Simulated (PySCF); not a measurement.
C7H7F.
Atom-mapped SMILES: `[CH3:1][c:2]1[cH:3][cH:4][cH:5][cH:6][c:7]1[F:8]` (hydrogens: H9, H10, H11 on C1; H12 on C3; H13 on C4; H14 on C5; H15 on C6)

Method used: PySCF 2.14.0, PBE0-D3(BJ)/def2-TZVP geometry optimisation, gas phase.

(1) Give the optimised bond lengths and angles.

## Answers

(1) 
| bond | length (pm) | order |
| --- | --- | --- |
| C1–C2 | 149.5 | single |
| C2–C3 | 139.1 | aromatic |
| C3–C4 | 138.7 | aromatic |
| C4–C5 | 138.6 | aromatic |
| C5–C6 | 138.7 | aromatic |
| C6–C7 | 137.9 | aromatic |
| C7–F8 | 134.3 | single |
| C2–C7 | 138.8 | aromatic |
| C1–H9, C1–H10, C1–H11 | 109.2 | single |
| C3–H12 | 108.5 | single |
| C4–H13 | 108.3 | single |
| C5–H14 | 108.3 | single |
| C6–H15 | 108.3 | single |

Bonds in one row agree within 1 pm and their mean is given. Orders are formal, as drawn. A selection of angles:
| angle | degrees |
| --- | --- |
| C1–C2–C3 | 122.8 |
| C1–C2–C7 | 120.7 |
| C3–C2–C7 | 116.5 |
| C2–C3–C4 | 121.7 |
| C3–C4–C5 | 119.9 |
| C4–C5–C6 | 119.8 |
| C5–C6–C7 | 118.7 |
| C6–C7–F8 | 118.5 |
| C2–C7–C6 | 123.3 |
| C2–C7–F8 | 118.1 |

Of the pairs four or more bonds apart, H11···H12 is among the closest relative to their van der Waals radii: 2.38 Å, 99 % of the sum of Bondi's values. The 8 heavy atoms lie in one plane (0.000 Å rms). The 6-membered ring C2–C3–C4–C5–C6–C7 has internal angles of 116.5° to 123.3° (sum 720°, against 720° for a flat polygon); it is planar, 0.00 Å rms from its mean plane, widest ring torsion 0°. The C–C distances run from 1.379 Å (C6–C7, aromatic) to 1.495 Å (C1–C2, drawn single), a spread of 0.116 Å.

Point group: Cs (every atom within 0.08 Å of its image). PBE0-D3(BJ)/def2-TZVP frequencies: not computed here.
